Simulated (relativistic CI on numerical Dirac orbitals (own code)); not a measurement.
## Line list: Forbidden lines, W7+

Method of calculation: Dirac-Coulomb-Breit CI, KLI orbitals optimised for each configuration, QED by a radiative potential, unscaled Slater integrals (own radial code, finite nucleus).

Configuration list (outside the closed core [Kr] 4d10): 4f13.5s2.5p6, 4f14.5s2.5p5, 4f13.5s2.5p5.5d, 4f14.5s.5p6, 4f12.5s2.5p6.5d, 4f13.5s.5p6.5d, 4f13.5s2.5p5.5f, 4f13.5s2.5p5.6s, 4f12.5s2.5p6.6s, 4f13.5s2.5p5.5g, 4f13.5s.5p6.5f, 4f13.5s2.5p5.6p, 4f12.5s2.5p6.6p, 4f13.5s.5p6.5g, 4f12.5s2.5p6.5f, 4f14.5p6.5d, 4f13.5s2.5p5.6d, 4f12.5s2.5p6.6d, 4f11.5s2.5p6.5d.6p, 4f13.5p6.5d2, 4f14.5p5.5d2, 4f13.5p5.5d3, 4f12.5p6.5d3, 4f13.5p5.5d2.5f. Double excitations out of closed p, d and f shells are left out; levels of such configurations are missing from the list, as are those of other unlisted configurations, and high levels can miss mixing partners. These lack a partner that the ground configuration has and come out too high: 4f13.5s2.5p5.6s, 4f12.5s2.5p6.6s, 4f13.5s2.5p5.5g, 4f13.5s2.5p5.6p, 4f12.5s2.5p6.6p.

| λ vac (Å) | Lower | Upper | Type | A (s⁻¹) | log gf |
| --- | --- | --- | --- | --- | --- |
| 1135.5 | 4f14.5s2.5p5 2P°_3/2 [2] | 4f14.5s2.5p5 2P°_1/2 [4] | E2 | 5.23e+02 | -6.69 |
| 1135.5 | 4f14.5s2.5p5 2P°_3/2 [2] | 4f14.5s2.5p5 2P°_1/2 [4] | M1 | 1.20e+04 | -5.33 |
| 2846.3 | 4f13.5s2.5p5.5d 4G_9/2 [8] | 4f13.5s2.5p5.5d 2I_11/2 [49] | M1 | 8.67e+00 | -6.90 |
| 3154.9 | 4f13.5s2.5p5.5d 4H_11/2 [13] | 4f13.5s2.5p5.5d 4H_13/2 [55] | M1 | 2.36e+01 | -6.31 |
| 3414.3 | 4f13.5s2.5p5.5d 4F_9/2 [15] | 4f13.5s2.5p5.5d 2H_11/2 [57] | M1 | 3.67e+01 | -6.11 |
| 3538.9 | 4f13.5s2.5p5.5d 4I_15/2 [16] | 4f13.5s2.5p5.5d 4H_13/2 [55] | M1 | 1.23e+02 | -5.49 |
| 3605.8 | 4f13.5s2.5p5.5d 4F_9/2 [18] | 4f13.5s2.5p5.5d 2H_11/2 [57] | M1 | 1.43e+01 | -6.48 |
| 3930.7 | 4f13.5s2.5p5.5d 4I_13/2 [14] | 4f13.5s2.5p5.5d 2I_11/2 [49] | M1 | 9.05e+01 | -5.60 |
| 3988.4 | 4f13.5s2.5p5.5d 4H_11/2 [13] | 4f13.5s2.5p5.5d 2I_13/2 [47] | M1 | 1.72e+01 | -6.24 |
| 4125.2 | 4f13.5s2.5p5.5d 4H_13/2 [24] | 4f13.5s2.5p5.5d 2H_11/2 [57] | M1 | 1.55e+01 | -6.32 |
| 4255.5 | 4f13.5s2.5p5.5d 4H_13/2 [24] | 4f13.5s2.5p5.5d 4H_13/2 [55] | M1 | 1.55e+01 | -6.23 |
| 4263.9 | 4f13.5s2.5p5.5d 4G_11/2 [25] | 4f13.5s2.5p5.5d 4H_13/2 [55] | M1 | 1.43e+01 | -6.26 |
| 4404.8 | 4f13.5s2.5p5.5d 4I_13/2 [14] | 4f13.5s2.5p5.5d 2I_13/2 [47] | M1 | 1.48e+01 | -6.22 |
| 4622.4 | 4f13.5s2.5p5.5d 4I_15/2 [16] | 4f13.5s2.5p5.5d 2I_13/2 [47] | M1 | 4.75e+01 | -5.67 |
| 4831.4 | 4f13.5s2.5p5.5d 4I_13/2 [14] | 4f13.5s2.5p5.5d 4H_11/2 [41] | M1 | 4.29e+01 | -5.74 |
| 5098.6 | 4f13.5s2.5p5.5d 4H_13/2 [24] | 4f13.5s2.5p5.5d 2I_11/2 [49] | M1 | 5.80e+01 | -5.57 |
| 5832.7 | 4f13.5s2.5p6 2F°_7/2 [1] | 4f13.5s2.5p6 2F°_5/2 [3] | M1 | 7.75e+01 | -5.63 |
| 6424.3 | 4f13.5s2.5p5.5d 4G_9/2 [8] | 4f13.5s2.5p5.5d 4G_11/2 [25] | M1 | 2.53e+01 | -5.73 |
| 6724.5 | 4f13.5s2.5p5.5d 4H_13/2 [24] | 4f13.5s2.5p5.5d 4H_11/2 [41] | M1 | 2.40e+01 | -5.71 |
| 9107.5 | 4f13.5s2.5p5.5d 4I_13/2 [14] | 4f13.5s2.5p5.5d 2H_11/2 [31] | M1 | 1.02e+01 | -5.82 |

Terms are leading LS components. Brackets give the number of a level in order of energy, since labels repeat. The list gives strong lines, with weight on those to low levels, among the lowest 400 of 11411 levels, so that lines to higher ones, which can be the strongest, are missing. Levels whose partners in the same complex of configurations lie outside the list can be far off, and so can their lines. Rates are taken at the computed energies, electric ones in the length gauge.

At this charge configurations can still be misplaced by up to about 7 % of their energy. Levels and lines within the n = 5 or 6 shells can be off by up to 10 % or somewhat more, and those that change n by about 2 %, since core polarisation is missing. Levels that differ in their count of f electrons can be misplaced by several ten thousand cm⁻¹, since the correlation energy of f electrons is missing or only estimated; rates across such gaps can be off by orders of magnitude.

LS names give the leading component of a level, which can be under half, so a name can repeat, a term be missing and a line seem to break the LS rules.
